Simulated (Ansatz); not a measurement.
Ideal-gas functions of ClHSSn, SMILES `[SH][Sn][Cl]` at 800 K and 1 bar, from an Ansatz frequency run at PBE0-D4/def2-TZVP.

Molar mass 187.24 g/mol, point group Cs (symmetry number 1), electronic degeneracy 1, moments of inertia 114.381, 217.92, 332.301 u Å². Harmonic wavenumbers (cm⁻¹, unscaled): 127, 318, 332, 347, 590, 2709.

Use S(trans) = R[1.5 ln M + 2.5 ln T − 1.1517]; rotational temperatures θ = 24.2544 K / I; S(rot) = R[ln(√π/σ · √(T³/θAθBθC)) + 1.5]; for each mode x = 1.438777 ν̃/T, S = R[x/(eˣ − 1) − ln(1 − e⁻ˣ)] and H = RT x/(eˣ − 1); 1 cm⁻¹ = 0.0119627 kJ/mol; R = 8.31446 J/(mol·K).

By hand: the entropy, in J/(mol·K).

Translation 194.6. Rotation: θ = 0.212, 0.1113, 0.073 K, giving 127.1. Vibration, mode by mode: 20.61, 13.07, 12.72, 12.37, 8.20, 0.38, in all 67.4. Electronic 0.0. Sum 389.1 J/(mol·K).

By hand: H − E and G − E in kJ/mol, counted from the electronic energy.

Zero-point energy ½ × 4423 × 0.0119627 = 26.5; thermal vibration 24.5; translation, rotation and pV give 4 RT = 26.6. H − E = 77.6 kJ/mol, and G − E = 77.6 − 800 × 389.1/1000 = -233.7 kJ/mol.

Vibration gives 17 % of the entropy, 20.6 J/(mol·K) of it from the mode under 150 cm⁻¹: soft modes count most, and the harmonic formula is weakest for them. The sum counts one conformer and one mirror image; others add a mixing term.
